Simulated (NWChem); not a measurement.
## Correlation energy of aminoborane (H$_{4}$BN)

SMILES: BN
```xyz
6

B      0.0000     0.0000     0.7762
N      0.0000     0.0000    -0.6112
H     -1.0575     0.0000     1.3645
H      1.0575     0.0000     1.3645
H      0.8464     0.0000    -1.1658
H     -0.8464     0.0000    -1.1658
```
Charge 0, spin multiplicity 1.

Everything below was run with NWChem. The geometry was optimised at PBE0/def2-SVP, a minimum by its harmonic frequencies. It is one conformer; others weren't searched.

Basis set: cc-pVTZ. Each correlation energy counts from its own Hartree-Fock reference.

The correlated methods keep 2 core orbitals frozen. Coupled-cluster values serve here as a point of comparison, not as the truth.

Task: For the correlation energy, CR-CCSD[T] gives -361.3 mHa and RI-MP2 gives -327.8 mHa. What do CCSD(T), SCS-MP2 give?

Result: CCSD(T): -363.1 mHa; SCS-MP2: -333.9 mHa.
